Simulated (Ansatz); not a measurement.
A trace of molecular dynamics of C$_{4}$H$_{12}$OSi (18 atoms, charge 0, multiplicity 1).

The calculation used Ansatz 0.2.0, RKS B3LYP-D4/6-31G*.

- ensemble: NVE (Milne-controlled integrator)
- starting velocities drawn for: 1500 K
- masses: H 10 u
- seed: 941512

```csv
time (fs),T (K),potential energy less start (eV),conserved less start (meV/atom)
0.0,1500,0.000,0.00
3.0,1389,0.230,0.00
6.0,1157,0.710,0.00
9.0,1040,0.951,0.00
12.0,970,1.096,0.00
15.0,884,1.274,0.00
18.0,789,1.471,0.00
21.0,761,1.528,0.00
24.0,843,1.358,0.00
27.0,857,1.330,0.00
30.0,845,1.354,0.00
33.0,961,1.115,0.00
36.0,986,1.063,0.00
39.0,836,1.373,0.00
42.0,711,1.632,0.00
45.0,762,1.526,0.00
48.0,929,1.180,0.00
51.0,1007,1.020,0.00
54.0,867,1.308,0.00
57.0,760,1.531,0.00
60.0,861,1.321,0.00
63.0,871,1.302,0.00
66.0,703,1.649,0.00
69.0,563,1.938,0.00
72.0,573,1.918,0.00
75.0,673,1.709,0.00
```

Question: Can this run be trusted? Judge the integration.

Answer: The conserved energy stayed within 0.0032 meV per atom of its start (net change -0.0027 meV per atom), so the integration is sound. The temperature averaged 0.52 of the 1500 K drawn at the start: a run that starts near a minimum puts about half its kinetic energy into the potential. A run of 0.075 ps of so small a system gives no equilibrium averages. The time step was 0.5 fs.

Time of the run: 12 min on 2 threads of Arm Neoverse V1, on a shared host, peak memory 0.3 GiB.
